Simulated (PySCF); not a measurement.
# Ti: ionisation energy

Ti [Ar] 3d2 4s2 (3F) → Ti⁺ [Ar] 3d2 4s1 (4F), as a difference of total energies. Calculation: PySCF 2.14, in aug-cc-pVDZ-DK; the spin-free X2C one-electron Hamiltonian (Gaussian nucleus). Correlated levels: valence: [Ar] frozen. The calculations carry no spin-orbit coupling.

```csv
method,ionisation energy (eV)
UHF,5.563
LDA,6.914
PBE,6.674
MP2 (valence),6.313
SCS-MP2 (valence),6.467
```

Errors of the correlated levels include the incompleteness of this basis and the frozen core.

MP2 underrates the near-degeneracy of ns² with np² in the lower species.

Q: Which method comes closest to the reference value, and which is furthest?

A: The reference is 6.828 eV (measured; NIST levels, between the centres of gravity of the two terms). Closest: LDA (error 0.086 eV); furthest: UHF (error -1.265 eV).
